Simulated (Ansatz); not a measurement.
Total energies of W(SH)F5 (HWSF₅) from Ansatz at ωB97X-V/def2-TZVP, gas phase (1 Eh = 27.2114 eV = 2625.5 kJ/mol). The reference geometry is relaxed at PBE-D4/def2-SVP.

| atom | x (Å) | y (Å) | z (Å) |
| --- | --- | --- | --- |
| W1 | 0.139 | 0.076 | 0.406 |
| S2 | -0.816 | 0.652 | -1.703 |
| H3 | -0.754 | -0.573 | -2.295 |
| F4 | 0.918 | -0.669 | 1.955 |
| F5 | -0.144 | 1.876 | 0.778 |
| F6 | 0.247 | -1.624 | -0.362 |
| F7 | 1.897 | 0.533 | -0.046 |
| F8 | -1.486 | -0.271 | 1.267 |

```
                state   geometry  energy (Eh)
     charge 0 singlet  reference   -965.32711
     charge 1 doublet  reference   -964.92371
free W atom (quintet)          –    -66.86818
free S atom (triplet)          –   -398.04826
free H atom (doublet)          –     -0.50049
free F atom (doublet)          –    -99.73415
```

In the def2 sets W takes a core potential; there is no spin–orbit coupling.

Problem. Work out the vertical ionisation energy to the doublet.

Solution. E(charge 1 doublet) − E(charge 0 singlet) = -964.92371 − (-965.32711) = 0.40340 Eh = 10.98 eV. For comparison, −ε of the highest occupied level is 11.16 eV at this level, 0.18 eV more.

Problem. What is the binding energy per atom against free atoms?

Solution. Atoms: 1 × (-66.86818) + 1 × (-398.04826) + 1 × (-0.50049) + 5 × (-99.73415) = -964.08768 Eh. Binding: -964.08768 − (-965.32711) = 1.23943 Eh = 33.73 eV, or 4.22 eV for each of 8 atoms (no zero-point energy, no counterpoise term).
